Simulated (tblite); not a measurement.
Compound: C7H9F (charge +1 and doublet state).
Numbering: `[CH2+:1][C:2]1[CH2:3][C@@H:4]([F:5])/[C:6]1=[CH:7]/[CH3:8]` (hydrogens: H9, H10 on C1; H11, H12 on C3; H13 on C4; H14 on C7; H15, H16, H17 on C8)

Structure optimised with GFN2-xTB, isolated species. This method treats the open shell by occupation alone, without spin polarisation.

Give the optimised bond lengths and angles.

| bond | length (Å) |
| --- | --- |
| C1–C2 | 1.349 |
| C2–C3 | 1.500 |
| C3–C4 | 1.546 |
| C4–F5 | 1.350 |
| C4–C6 | 1.510 |
| C6=C7 | 1.362 |
| C7–C8 | 1.455 |
| C2–C6 | 1.447 |
| C1–H9 | 1.078 |
| C1–H10 | 1.079 |
| C3–H11 | 1.091 |
| C3–H12 | 1.088 |
| C4–H13 | 1.099 |
| C7–H14 | 1.086 |
| C8–H15, C8–H17 | 1.096 |
| C8–H16 | 1.086 |

Bonds in one row agree within 0.01 Å and their mean is given. A selection of angles:
| angle | degrees |
| --- | --- |
| C1–C2–C3 | 133.5 |
| C1–C2–C6 | 134.0 |
| C3–C2–C6 | 92.4 |
| C2–C3–C4 | 87.2 |
| C3–C4–F5 | 118.3 |
| C3–C4–C6 | 88.2 |
| F5–C4–C6 | 116.9 |
| C4–C6–C7 | 131.5 |
| C2–C6–C4 | 90.5 |
| C2–C6–C7 | 137.4 |
| C6–C7–C8 | 126.6 |

Dihedral angles: C1–C2–C3–C4 -166° (antiperiplanar); C2–C3–C4–F5 -129° (anticlinal); C3–C4–C6–C7 -163° (antiperiplanar); C4–C6–C7–C8 161° (antiperiplanar); C1–C2–C6–C4 166° (antiperiplanar).

The C–C distances run from 1.349 Å (C1–C2, drawn single) to 1.546 Å (C3–C4, drawn single), a spread of 0.197 Å. C7 (carbon bonded to 2 C and H) is planar (angles 126.6°, 116.8° and 116.7°, sum 360.0°, 0.01 Å off the plane of its three neighbours). The 4-membered ring C2–C3–C4–C6 has internal angles of 87.2° to 92.4° (sum 358°, against 360° for a flat polygon); it is slightly puckered (a soft mode that the optimisation may not have finished), 0.07 Å rms from its mean plane, widest ring torsion 10°. C1 (carbon bonded to C and 2 H) is planar (angles 122.6°, 120.4° and 117.0°, sum 360.0°, 0.00 Å off the plane of its three neighbours). Of the pairs four or more bonds apart, H9···H16 is among the closest relative to their van der Waals radii: 2.40 Å, 100 % of the sum of Bondi's values. C6 (carbon bonded to 3 C) is planar (angles 137.4°, 131.5° and 90.5°, sum 359.5°, 0.06 Å off the plane of its three neighbours). C2 (carbon bonded to 3 C) is planar (angles 134.0°, 133.5° and 92.4°, sum 359.9°, 0.03 Å off the plane of its three neighbours).

Point group: C1 (no symmetry element, even within 0.4 Å). Its GFN2-xTB frequencies are all real (lowest 92 cm⁻¹). Torsions: H–C1–C2–C3 171° and -10°, C1–C2–C3–C4 -166°, C2–C3–C4–F5 -129°, C3–C4–C6–C7 -163°, C1–C2–C6–C4 166°.

One conformer stands for the species.

All values are computed, not measured.
